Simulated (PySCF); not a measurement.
C₄H₄F₂, SMILES FC1=CC[C@H]1F.

Geometry: PBE-D3(BJ)/def2-SVP. The structure was generated by enumeration; whether it is a known compound was not checked.

Two levels are set side by side: TDDFT-PBE/def2-SVPD (PySCF) and TDDFT-CAM-B3LYP/def2-SVPD (PySCF). Vertical, same geometry. The lowest singlet is HOMO→LUMO 77 % with PBE and HOMO→LUMO 97 % with the other functional; states are paired by order. Differences are taken from unrounded values.

```json
[
 {"quantity": "lowest singlet excitation (eV)", "TDDFT-CAM-B3LYP": "6.81"},
 {"quantity": "lowest triplet excitation (TDA) (eV)", "TDDFT-CAM-B3LYP": "4.14"},
 {"quantity": "first bright state (f over 0.05) (eV)", "TDDFT-CAM-B3LYP": "6.81"},
 {"quantity": "its oscillator strength", "TDDFT-CAM-B3LYP": "0.16"}
]
```

Q: What does TDDFT-PBE give, and how far is it from TDDFT-CAM-B3LYP? (Estimate from the structure and the level; the computed values follow.)

A: 
```
quantity                               TDDFT-PBE  TDDFT-PBE minus TDDFT-CAM-B3LYP
-------------------------------------  ---------  -------------------------------
lowest singlet excitation (eV)              6.32                            -0.49
lowest triplet excitation (TDA) (eV)        4.21                             0.07
first bright state (f over 0.05) (eV)       6.32                            -0.49
its oscillator strength                     0.09                            -0.07
```

A lower first singlet is the usual sign of a functional without exact exchange. Differences between two approximate levels are no errors against the true value.

Rough cost on one machine, each run with all the roots and properties that it gave: TDDFT-CAM-B3LYP against TDDFT-PBE about 8 times.
